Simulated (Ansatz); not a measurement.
Start from `CC[O][GaH2]` and change one atom or group to get `C#COCC`.

Ansatz, PBE0-D4/def2-TZVP geometries, multiplicity 1. Each molecule was computed in one conformer, which needn't be the lowest.

Scalar relativity is left out up to krypton.

```json
{"property": "HOMO–LUMO gap (PBE/def2-TZVPP) / eV", "`CC[O][GaH2]`": "4.45"}
{"property": "HOMO–LUMO gap (B3LYP/def2-TZVPP) / eV", "`CC[O][GaH2]`": "6.13"}
{"property": "LUMO energy (B3LYP/def2-TZVPP) / eV", "`CC[O][GaH2]`": "-1.41"}
{"property": "HOMO energy (B3LYP/def2-TZVPP) / eV", "`CC[O][GaH2]`": "-7.54"}
{"property": "HOMO energy (PBE0/def2-TZVPP) / eV", "`CC[O][GaH2]`": "-7.74"}
{"property": "size of the dipole moment (ωB97M-V/def2-TZVPP) / D", "`CC[O][GaH2]`": "1.22"}
```

**Question.** What does the change do to each property? (Estimate.)

**Answer.** Computed: 
| property | `C#COCC` | shift |
| --- | --- | --- |
| HOMO–LUMO gap (PBE/def2-TZVPP) / eV | 5.94 | 1.49 |
| HOMO–LUMO gap (B3LYP/def2-TZVPP) / eV | 7.51 | 1.38 |
| LUMO energy (B3LYP/def2-TZVPP) / eV | 0.80 | 2.21 |
| HOMO energy (B3LYP/def2-TZVPP) / eV | -6.71 | 0.83 |
| HOMO energy (PBE0/def2-TZVPP) / eV | -6.94 | 0.80 |
| size of the dipole moment (ωB97M-V/def2-TZVPP) / D | 2.18 | 0.96 |

With PBE0 the HOMO rises by 0.80 eV and the LUMO rises by 2.27 eV, so the gap widens by about 1.47 eV. PBE moves the HOMO by 0.69 eV and ωB97M-V by 0.92 eV. Dipoles are sizes alone; their direction can turn.

B3LYP here is the variant with VWN-RPA as its local correlation; programs differ in this.
